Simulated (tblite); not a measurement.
Species: C₄H₂F₄O.
SMILES with atom numbers: `[O:1]=[CH:2][C@@H:3]([F:4])[C:5]([F:6])=[C:7]([F:8])[F:9]` (hydrogens: H10 on C2; H11 on C3)

Computed with GFN2-xTB (tblite), gas phase: L-BFGS steps from a force-field or distance-geometry start until the largest atomic force falls under 0.01 eV/Å.

Step 2: E = -884.2026 eV
```
atom  x, y, z in Å  |  force x, y, z in eV/Å
O1     -1.9128    0.6311    0.9576    0.092   0.204  -0.068
C2     -1.2994    0.6513   -0.0722   -0.715   0.278   0.994
C3     -0.7573   -0.6514   -0.6389    0.338   0.343   0.021
F4     -1.2458   -0.7774   -1.9075   -0.136  -0.247  -0.407
C5      0.7483   -0.6084   -0.6939   -0.624   0.477   0.209
F6      1.3409   -1.6994   -1.1574    0.241  -0.548  -0.155
C7      1.5141    0.4323   -0.3724   -0.547  -0.572  -0.168
F8      1.0708    1.5874    0.1033    0.566  -0.147  -0.046
F9      2.8086    0.3206   -0.5002    0.749   0.650   0.211
H10    -1.1432    1.6111   -0.6029   -0.023  -0.512  -0.303
H11    -1.1188   -1.4946   -0.0218    0.060   0.073  -0.290
```

Step 3: E = -884.2524 eV
```
atom  x, y, z in Å  |  force x, y, z in eV/Å
O1     -1.9173    0.6345    0.9663    0.086   0.202  -0.061
C2     -1.3068    0.6558   -0.0624   -0.539   0.096   0.708
C3     -0.7534   -0.6471   -0.6411   -0.071   0.289   0.057
F4     -1.2478   -0.7817   -1.9134   -0.043  -0.145  -0.193
C5      0.7421   -0.6015   -0.6908   -0.491  -0.611  -0.241
F6      1.3437   -1.7066   -1.1591   -0.052  -0.073   0.049
C7      1.5077    0.4229   -0.3753    0.463   0.219   0.052
F8      1.0813    1.5833    0.1019    0.451  -0.157  -0.051
F9      2.8167    0.3322   -0.4962    0.177   0.513   0.205
H10    -1.1431    1.6036   -0.6094   -0.070  -0.417  -0.228
H11    -1.1177   -1.4929   -0.0267    0.089   0.085  -0.296
```

Step 4: E = -884.3039 eV
```
atom  x, y, z in Å  |  force x, y, z in eV/Å
O1     -1.9275    0.6436    0.9862    0.041   0.185   0.022
C2     -1.3239    0.6633   -0.0403   -0.118  -0.150   0.014
C3     -0.7523   -0.6371   -0.6459   -0.590   0.097   0.164
F4     -1.2511   -0.7905   -1.9242    0.015   0.058   0.072
C5      0.7285   -0.6080   -0.6928    0.591  -0.104  -0.171
F6      1.3443   -1.7149   -1.1591   -0.240   0.046   0.102
C7      1.5137    0.4165   -0.3779    0.255  -0.304  -0.142
F8      1.1062    1.5725    0.0981    0.094   0.216   0.104
F9      2.8256    0.3591   -0.4859    0.088   0.198   0.108
H10    -1.1440    1.5862   -0.6246   -0.181  -0.267  -0.032
H11    -1.1141   -1.4882   -0.0398    0.045   0.025  -0.240
```

Question: Estimate the geometry and energy of step 5. (The exact step hangs on the optimiser's Hessian estimate; all steps are aligned on step 4, rigid shifts and turns removed.)

Answer: E = -884.3211 eV, largest force 0.460 eV/Å
```
atom  x, y, z in Å  |  force x, y, z in eV/Å
O1     -1.9321    0.6506    0.9964    0.010   0.162   0.098
C2     -1.3331    0.6642   -0.0304    0.028  -0.155  -0.288
C3     -0.7614   -0.6317   -0.6463   -0.181   0.051   0.089
F4     -1.2524   -0.7936   -1.9277    0.022   0.146   0.152
C5      0.7341   -0.6103   -0.6955    0.046  -0.167  -0.161
F6      1.3407   -1.7179   -1.1575   -0.204  -0.089   0.039
C7      1.5191    0.4070   -0.3819    0.363   0.273   0.071
F8      1.1189    1.5709    0.0980   -0.008   0.044   0.032
F9      2.8304    0.3743   -0.4795    0.164   0.035   0.041
H10    -1.1471    1.5749   -0.6324   -0.218  -0.191   0.049
H11    -1.1118   -1.4857   -0.0494   -0.024  -0.107  -0.121
```

The energy changes by -0.0172 eV. The first-order estimate −F·Δx gives -0.0288 eV and the mean of the old and new forces, exact on a quadratic surface, -0.0172 eV. The step makes an angle of 50° with the force vector and moves no atom by more than 0.017 Å.

The cost below is that of the whole relaxation. On Arm Neoverse N1, one thread, no GPU, on a shared host, this took 0.63 s.
